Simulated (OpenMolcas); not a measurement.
## B I: the spin-orbit constant, worked from levels

```json
{"Program": "OpenMolcas 26.06", "Basis": "ANO-RCC-VDZP [3s2p1d]", "Scalar Hamiltonian": "DKH2, point nucleus", "Active space": "3 electrons in 4 orbitals (2s 2p)", "State averaging": "2S+1 = 4 odd, 1 root (0 in the spin-orbit step); 2S+1 = 2 odd, 3 roots; 2S+1 = 4 even, 3 roots; 2S+1 = 2 even, 5 roots", "Spin-orbit coupling": "state interaction with AMFI integrals over the reference wave functions, term energies averaged over their components"}
```

Methods: CASSCF; SS-CASPT2, IPEA 0.25 Eh, imaginary shift 0.1 Eh (closed shells correlated: 1s). Measured levels: NIST Handbook of Basic Atomic Spectroscopic Data.

**The spin-orbit constant.** For the Hund term 2P* of p1, E(J) = (A/2) J(J+1) + constant and ζ = 2S·A = A. From J = 1/2 to J = 3/2 the energy changes by 1.5 A.

```
   Source  E(3/2) - E(1/2)     A   ζ
   CASSCF             14.4   9.6  10
SS-CASPT2             14.4   9.6  10
 measured             15.3  10.2  10
```

All in cm-1. SS-CASPT2 is off by -5.9 % and CASSCF by -5.9 %. Both methods take the spin-orbit matrix elements from the reference wave functions, so the second can move ζ only through the term energies and any multistate remixing.

Without dynamic correlation excited terms often stand tens of per cent too high (terms of higher spin than the ground term too low), and those without a measured partner can miss by more than the paired ones (holds for CASSCF). Computed and measured levels are paired by configuration, term and J; levels that our copy of the source lacks, or whose pairing is in doubt (as where it misses far off the trend of its configuration), stay unpaired and out of the deviations. Only configurations of the active space appear.

* marks odd parity.
